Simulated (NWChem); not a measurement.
Species: diphosphane (P2H4); SMILES PP

All runs: NWChem. Coordinates come from a B3LYP/6-31G* (spherical d) optimisation. Ions are spin-unrestricted doublets at the neutral geometry; other ion states weren't tried.

Q: What does the run give for PBE/def2-SVP? Quantities: vertical ionisation energy, ΔSCF (eV); −ε(HOMO) (eV).

A: The vertical ionisation energy, ΔSCF (eV) is 8.90 and the −ε(HOMO) (eV) is 5.74.
